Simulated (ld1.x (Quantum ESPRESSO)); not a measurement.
## Scattering properties, ultrasoft potential for Pb

Pb, ultrasoft, made with ld1.x (Quantum ESPRESSO) 7.5 (LDA (PZ), fully relativistic). Core [Xe] 4f14 5d10, reference 6s1 6p3. Waves: 6s (bound): rcut 1.60, rcutus 1.85 bohr; 6s channel at 0.6 Ry: rcut 1.60, rcutus 1.85 bohr; 6p (bound): rcut 2.40, rcutus 2.95 bohr; 6p channel at 0.05 Ry: rcut 2.40, rcutus 2.95 bohr. Local part: all-electron potential smoothed inside 2.10 bohr (lloc = -2). Core correction: a·sin(br)/r model core inside 1.16 bohr. Augmentation charge: built from norm-conserving waves at rcut, not smoothed further.

Open shells are filled in proportion to 2j + 1 (rel_dist='average').

The phase is arctan(r·u′/u) with u = r·R(r), unwrapped; energies in Ry, scanned from -3 to 5 Ry. A pole is an energy at which the radial function vanishes at the test radius. The pseudo phase is shifted by a multiple of π to meet the all-electron one at the reference energy, and phase errors are pseudo minus all-electron; the curves can meet again beyond the range given. Levels narrower than the energy grid can be missing from the lists of poles.

Task: For each channel, where are the poles, and over which energies does the pseudopotential scatter like the atom?

Result:

| channel | radius (bohr) | reference energy (Ry) | poles, all-electron | poles, pseudo | unbroken range about the reference energy with phases within 0.05 rad | phase error 1 Ry above the reference energy (rad) |
| --- | --- | --- | --- | --- | --- | --- |
| s | 3.20 | -0.98 | -0.54, 4.74 | -0.54, 4.79 | below 1.0 | -0.000 |
| p1/2 | 3.20 | -0.41 | 0.39 | 0.39, 4.39 | below 2.2 | -0.000 |
| p3/2 | 3.20 | -0.29 | 0.81 | 0.81, 4.68 | below 2.8 | +0.000 |

Phases in the s channel:

```
E (Ry)  all-electron  pseudo
 -3.00         1.351   1.351
 -2.76         1.335   1.335
 -2.52         1.314   1.314
 -2.28         1.286   1.286
 -2.04         1.245   1.245
 -1.80         1.177   1.176
 -1.56         1.036   1.035
 -1.32         0.588   0.588
 -1.08        -0.807  -0.807
 -0.84        -1.377  -1.377
 -0.60        -1.545  -1.545
 -0.36        -1.629  -1.630
 -0.12        -1.687  -1.687
  0.12        -1.736  -1.736
  0.36        -1.784  -1.784
  0.60        -1.839  -1.839
  0.84        -1.910  -1.910
  1.08        -2.012  -2.006
  1.32        -2.183  -2.179
  1.56        -2.513  -2.504
  1.80        -3.141  -3.123
  2.04        -3.804  -3.789
  2.28        -4.165  -4.156
  2.52        -4.348  -4.342
  2.76        -4.453  -4.448
  3.00        -4.520  -4.517
  3.24        -4.568  -4.565
  3.48        -4.604  -4.601
  3.72        -4.632  -4.630
  3.96        -4.655  -4.653
  4.20        -4.675  -4.673
  4.44        -4.693  -4.690
  4.68        -4.709  -4.706
  4.92        -4.723  -4.721
```
